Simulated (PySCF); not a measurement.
# Si 2p3/2 core levels and what the atom is bonded to

Gas-phase molecules, one conformer each, relaxed by PBE0-D3(BJ)/def2-SVP with no frequency check. Core levels by delta-SCF with SCAN, pcX-2 on the ionised atom and pcseg-1 elsewhere, spin-free X2C (2p3/2 is the spin-free 2p value less a third of a first-order spin-orbit splitting); energies from the vacuum level.

| structure (SMILES) | Si bonded to | mean electronegativity of these (Pauling) | Si 2p3/2 (eV) |
| --- | --- | --- | --- |
| N#C[Si]([SiH3])([SiH3])[SiH3] | 1 C + 3 Si | 2.06 | 106.79 |
| [SiH3][AsH][SiH3] | 1 As + 3 H | 2.20 | ? |
| [SiH3][SiH]1N[SiH2]N[SiH2]N1 | 2 N + 1 Si + 1 H | 2.54 | 106.72 |
| [SiH3]O[Si]([SiH3])(Cl)[GeH3] | 1 Cl + 1 Ge + 1 O + 1 Si | 2.63 | 107.66 |
| C[Si](C)(Cl)[O][GeH3] | 2 C + 1 Cl + 1 O | 2.92 | 107.50 |
| N[Si](N)(F)S[SiH3] | 1 F + 2 N + 1 S | 3.16 | 108.13 |

Q: Fit a straight line to the complete rows and predict the core level of Si in [SiH3][AsH][SiH3], bonded to 1 As + 3 H.

A: E = 104.167 + 1.2·χ (5 points, rms 0.30 eV, correlation 0.833). At 2.20 this gives 106.81 eV; the calculation itself gave 106.72 eV, so the fit is off by 0.09. One far point carries much of this line.

For scale, for [SiH3][AsH][SiH3]: run time: 5.4 s on 1 thread of Arm Neoverse V2 (aarch64), shared host, peak memory 0.5 GiB, launched as `OMP_NUM_THREADS=1 python cluster_run.py task.json out`.
